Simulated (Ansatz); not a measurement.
Si4H8⁻. Total charge -1; doublet. Geometry r2SCAN-D4/def2-SVP, that of the neutral singlet; atoms count from 1.

Cartesian coordinates in Å:
```
Si 0.919 -1.269 -0.519
Si -1.295 0.856 0.560
Si 0.663 -0.074 1.508
Si -0.288 0.486 -1.549
H -1.138 0.208 -2.748
H 0.590 -0.811 2.807
H -2.436 -0.099 0.741
H 0.066 -2.500 -0.476
H -1.733 2.232 0.948
H 0.647 1.616 -1.855
H 1.722 0.983 1.594
H 2.285 -1.628 -1.010
```

The highest occupied level of the charge -1 doublet lies above zero (up to 1.82 eV). By energy differences it is unbound by 0.30 eV (vertical, against the charge 0 singlet, at PBE0-D4/def2-TZVPD) and held by the finite basis. The structure comes from a short search, and lower isomers may exist.

(1) Estimate the Mulliken populations from the PBE0/def2-TZVPD orbitals of Ansatz.

(2) Where does the spin sit?

(3) And the Mayer bond orders between heavy atoms (over 0.3)?

Answers

(1) 
| atom | charge (e) | spin (α − β) |
| --- | --- | --- |
| Si1 | -0.09 | 0.17 |
| Si2 | -0.09 | 0.17 |
| Si3 | -0.09 | 0.17 |
| Si4 | -0.09 | 0.17 |
| H5 | -0.11 | 0.06 |
| H6 | -0.11 | 0.06 |
| H7 | -0.05 | 0.02 |
| H8 | -0.05 | 0.02 |
| H9 | -0.11 | 0.06 |
| H10 | -0.05 | 0.02 |
| H11 | -0.05 | 0.02 |
| H12 | -0.11 | 0.06 |
Mulliken values depend strongly on the basis. With diffuse functions, as here, like atoms can get unlike values, and bond orders can come out too low or too high.

(2) Summed by element: Si 0.69, H 0.31, of 1 unpaired in all. Largest on single atoms: Si3 0.17, Si2 0.17, Si1 0.17.

(3) Si1–Si3 0.96 (2.37 Å); Si1–Si4 0.96 (2.37 Å); Si2–Si3 0.96 (2.37 Å); Si2–Si4 0.96 (2.37 Å).
